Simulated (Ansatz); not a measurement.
H₇InO₂SSi₂ (`[SiH3][O][In]([SH])[O][SiH3]`) at its PBE0-D4/def2-TZVP geometry, where that method's forces vanish. Charge 0, multiplicity 1. In: def2 effective core potential.

```xyz
13

Si    1.4910   -0.2889    1.8608
O     1.8173    0.2631    0.3591
In    0.7937    0.7059   -1.2559
S     1.7505    1.7160   -3.1409
O    -1.1191    0.2460   -1.2049
Si   -2.1272   -0.5511   -0.1982
H     2.5341    0.2106    2.7953
H     0.1591    0.1875    2.3355
H     1.4873   -1.7773    1.8942
H     0.5735    1.7122   -3.7922
H    -3.2429   -1.1317   -0.9920
H    -2.6947    0.3661    0.8283
H    -1.4225   -1.6584    0.5111
```

Problem. What forces (eV/Å) does r2SCAN-D4/def2-TZVPP give on these atoms in Ansatz? (Estimate.)

Solution. Computed: 
```
Si1 -0.037 -0.038  0.081
O2   0.110  0.000  0.032
In3  0.028  0.033 -0.064
S4   0.049  0.030 -0.045
O5  -0.096  0.017 -0.066
Si6 -0.045 -0.045  0.075
H7  -0.023 -0.011 -0.020
H8   0.026 -0.012  0.002
H9   0.002  0.031  0.009
H10 -0.018 -0.007  0.008
H11  0.024  0.012  0.018
H12  0.003 -0.025 -0.020
H13 -0.022  0.015 -0.009
```
